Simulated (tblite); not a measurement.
Record of a relaxation.

Compound: C4H11BO3Si.
Atom-mapped SMILES: `[CH3:1][O:2][C@@H:3]1[C@H:4]([SiH3:5])[C@@H:6]1[B:7]([OH:8])[OH:9]` (hydrogens: H10, H11, H12 on C1; H13 on C3; H14 on C4; H15, H16, H17 on Si5; H18 on C6; H19 on O8; H20 on O9)

Computed with GFN2-xTB (tblite), gas phase: L-BFGS steps from a force-field or distance-geometry start until the largest atomic force falls under 0.01 eV/Å. 5 of its 154 geometries are shown.

Step 0: E = -797.3727 eV, largest atomic force 3.562 eV/Å
```
atom  x, y, z in Å  |  force x, y, z in eV/Å
C1      2.529   -1.257    0.435    0.191  -0.836   0.205
O2      1.318   -0.536    0.584    1.118  -0.877   1.216
C3      0.875   -0.213   -0.645   -0.684   1.062  -3.119
C4      0.169    1.105   -0.919    0.326  -0.408   0.516
Si5    -0.436    2.143    0.510   -0.353   0.352   0.945
C6     -0.585   -0.215   -1.024   -0.159   0.502   0.592
B7     -1.542   -0.657    0.177   -2.998  -1.116  -1.567
O8     -1.835   -2.104    0.179   -0.546   1.531  -1.370
O9     -2.639    0.190    0.627    0.653  -0.759  -1.215
H10     2.965   -1.568    1.403   -0.488   0.473  -0.297
H11     3.261   -0.659   -0.124    0.043  -0.013   0.195
H12     2.348   -2.195   -0.145    0.059   0.425   0.299
H13     1.515   -0.564   -1.482   -0.107   0.299   0.490
H14     0.464    1.621   -1.827   -0.177  -0.210  -0.058
H15    -1.558    2.958   -0.014    0.131  -0.150   0.038
H16    -0.874    1.316    1.669    0.392   0.383  -0.374
H17     0.568    3.094    1.010    0.113  -0.091  -0.148
H18    -0.913   -0.444   -2.054    0.396  -0.471   0.642
H19    -2.293   -2.274   -0.706    1.097   0.052   1.884
H20    -3.340    0.268   -0.066    0.994  -0.147   1.128
```

Step 38: E = -799.6452 eV, largest atomic force 0.171 eV/Å
```
atom  x, y, z in Å  |  force x, y, z in eV/Å
C1      2.405   -1.260    0.534    0.045  -0.072   0.021
O2      1.179   -0.581    0.510    0.018   0.045   0.002
C3      0.822   -0.162   -0.783   -0.024   0.033  -0.056
C4      0.081    1.117   -0.974   -0.057  -0.038  -0.073
Si5    -0.417    2.122    0.545    0.039  -0.157  -0.055
C6     -0.610   -0.210   -1.241   -0.082   0.047  -0.019
B7     -1.817   -0.625   -0.311    0.039  -0.085   0.036
O8     -2.254   -1.902   -0.124    0.074   0.003   0.033
O9     -2.491    0.368    0.303   -0.033  -0.072  -0.001
H10     2.659   -1.450    1.572   -0.084  -0.012   0.141
H11     3.213   -0.675    0.082    0.005   0.105  -0.021
H12     2.329   -2.212    0.000    0.047  -0.157  -0.033
H13     1.571   -0.427   -1.527    0.017  -0.013   0.009
H14     0.395    1.689   -1.843   -0.121  -0.008   0.004
H15    -1.590    2.942    0.248    0.016   0.004  -0.013
H16    -0.577    1.314    1.747    0.050   0.062   0.043
H17     0.748    2.999    0.739    0.036   0.115   0.047
H18    -0.725   -0.515   -2.282    0.042   0.083   0.011
H19    -1.715   -2.608   -0.479   -0.052   0.091  -0.048
H20    -3.211    0.085    0.871    0.025   0.025  -0.026
```

Step 76: E = -799.7084 eV, largest atomic force 0.064 eV/Å
```
atom  x, y, z in Å  |  force x, y, z in eV/Å
C1      2.259   -1.209    0.663   -0.002   0.003  -0.017
O2      0.947   -0.770    0.430    0.000   0.014   0.001
C3      0.737   -0.238   -0.856    0.006  -0.028  -0.015
C4      0.100    1.108   -1.016    0.027  -0.026  -0.005
Si5    -0.264    2.181    0.487    0.003  -0.053  -0.017
C6     -0.692   -0.149   -1.310   -0.012   0.008  -0.007
B7     -1.796   -0.663   -0.306   -0.016   0.015  -0.013
O8     -2.204   -1.963   -0.273   -0.027   0.037   0.013
O9     -2.354    0.208    0.553    0.054   0.034   0.002
H10     2.297   -1.531    1.703    0.008   0.055  -0.012
H11     2.993   -0.413    0.492   -0.008  -0.006   0.055
H12     2.506   -2.064    0.019    0.042   0.019  -0.015
H13     1.496   -0.556   -1.568   -0.003  -0.004  -0.048
H14     0.418    1.655   -1.899    0.019  -0.019   0.004
H15    -1.542    2.871    0.328   -0.008  -0.012   0.000
H16    -0.153    1.470    1.751   -0.020  -0.019   0.036
H17     0.811    3.196    0.439   -0.026  -0.001   0.024
H18    -0.852   -0.382   -2.361    0.014  -0.004  -0.012
H19    -1.737   -2.556   -0.858   -0.023  -0.032  -0.012
H20    -2.975   -0.184    1.168   -0.031   0.019   0.039
```

Step 115: E = -799.8453 eV, largest atomic force 0.060 eV/Å
```
atom  x, y, z in Å  |  force x, y, z in eV/Å
C1      2.226   -0.875    0.791   -0.039  -0.021   0.002
O2      0.949   -1.131    0.255    0.001   0.001   0.012
C3      0.729   -0.491   -0.963    0.014  -0.010   0.011
C4      0.181    0.899   -1.041   -0.039  -0.006  -0.022
Si5    -0.161    1.942    0.494    0.057   0.011   0.007
C6     -0.699   -0.289   -1.387    0.003   0.020  -0.001
B7     -1.814   -0.676   -0.348    0.012   0.009  -0.019
O8     -2.673   -1.722   -0.462   -0.023  -0.028  -0.001
O9     -1.914    0.117    0.736   -0.003   0.006   0.016
H10     2.300   -1.461    1.705   -0.003   0.024  -0.007
H11     2.352    0.188    1.018    0.041   0.043   0.004
H12     3.012   -1.189    0.093    0.013   0.007  -0.006
H13     1.449   -0.792   -1.728    0.013  -0.026  -0.003
H14     0.538    1.465   -1.895   -0.007   0.004  -0.008
H15    -1.444    2.634    0.425   -0.035  -0.001  -0.035
H16     0.084    1.304    1.781    0.023  -0.036   0.021
H17     0.869    3.001    0.365    0.017  -0.013   0.006
H18    -0.887   -0.476   -2.442   -0.002   0.017   0.019
H19    -2.559   -2.294   -1.218    0.006   0.016  -0.009
H20    -2.543   -0.143    1.408   -0.047  -0.017   0.014
```

Step 153: E = -799.8560 eV, largest atomic force 0.007 eV/Å
```
atom  x, y, z in Å  |  force x, y, z in eV/Å
C1      2.268   -0.808    0.775   -0.003   0.001  -0.001
O2      0.976   -1.095    0.291    0.002  -0.003  -0.006
C3      0.725   -0.504   -0.946   -0.002  -0.001  -0.001
C4      0.174    0.883   -1.038    0.007  -0.001   0.001
Si5    -0.120    1.907    0.519   -0.003  -0.001   0.000
C6     -0.708   -0.308   -1.356    0.000  -0.003   0.004
B7     -1.853   -0.680   -0.344    0.000   0.001   0.006
O8     -2.721   -1.716   -0.504   -0.002   0.006   0.002
O9     -1.994    0.108    0.739    0.000   0.002   0.001
H10     2.357   -1.309    1.737   -0.001   0.003   0.000
H11     2.416    0.270    0.903   -0.002  -0.003  -0.003
H12     3.035   -1.193    0.090    0.000   0.001   0.002
H13     1.431   -0.832   -1.714   -0.004   0.004   0.000
H14     0.510    1.448   -1.902    0.004   0.001  -0.001
H15    -1.382    2.638    0.431   -0.001   0.000  -0.001
H16     0.073    1.212    1.786    0.003   0.001  -0.004
H17     0.962    2.916    0.432   -0.001   0.000   0.001
H18    -0.895   -0.504   -2.409    0.002   0.000   0.004
H19    -2.586   -2.273   -1.268    0.004  -0.001  -0.001
H20    -2.672   -0.148    1.365   -0.001  -0.005  -0.003
```

Task: Summarise the path.

Result: The energy falls by 57.27 kcal/mol from step 0 to step 153; nine tenths of that is first reached at step 32. It rises by more than 0.2 meV at steps 12 and 82. The largest force goes from 3.562 to 0.007 eV/Å. Among the bonds B7–O8 changes most, from 1.477 to 1.360 Å; the atoms move by 0.822 Å rms after alignment.

Task: Follow the three bonds and two angles with the largest change from start to end.

Result: 
```csv
step,E above end (kcal/mol),largest force (eV/Å),B7–O8 (Å),B7–O9 (Å),O8–H19 (Å),B7–O8–H19 (°),C6–B7–O8 (°)
0,57.27,3.562,1.477,1.457,1.011,104.7,113.0
7,31.42,1.740,1.394,1.395,0.977,112.9,123.3
13,13.37,0.655,1.354,1.355,0.965,124.7,125.5
20,7.23,0.378,1.361,1.349,0.955,118.2,125.2
27,6.09,0.126,1.361,1.350,0.955,117.0,125.9
33,5.51,0.156,1.359,1.350,0.952,117.2,125.6
40,4.64,0.168,1.360,1.347,0.955,117.0,125.4
47,4.14,0.088,1.360,1.348,0.955,116.3,124.7
53,4.01,0.062,1.360,1.347,0.955,116.3,124.8
60,3.91,0.063,1.360,1.347,0.955,116.8,124.6
67,3.77,0.068,1.359,1.347,0.955,116.4,124.1
73,3.46,0.119,1.364,1.345,0.957,115.8,122.6
80,3.23,0.150,1.363,1.347,0.956,116.2,121.6
86,2.57,0.198,1.362,1.346,0.959,114.9,122.0
93,1.74,0.118,1.360,1.347,0.955,115.9,122.9
100,1.06,0.207,1.358,1.348,0.956,115.7,124.2
106,0.62,0.123,1.358,1.348,0.956,116.4,125.3
113,0.29,0.073,1.358,1.347,0.955,116.8,125.6
120,0.18,0.045,1.360,1.347,0.955,116.6,125.2
126,0.11,0.037,1.360,1.347,0.955,117.2,125.4
133,0.06,0.047,1.361,1.346,0.955,116.5,124.5
140,0.03,0.023,1.360,1.347,0.955,116.3,124.4
146,0.01,0.029,1.361,1.346,0.955,116.3,124.4
153,0.00,0.007,1.360,1.347,0.955,116.6,124.7
```

What follows is the cost of the whole relaxation. The run took 2.2 s of wall time on one thread, Arm Neoverse N1 (aarch64), shared host.
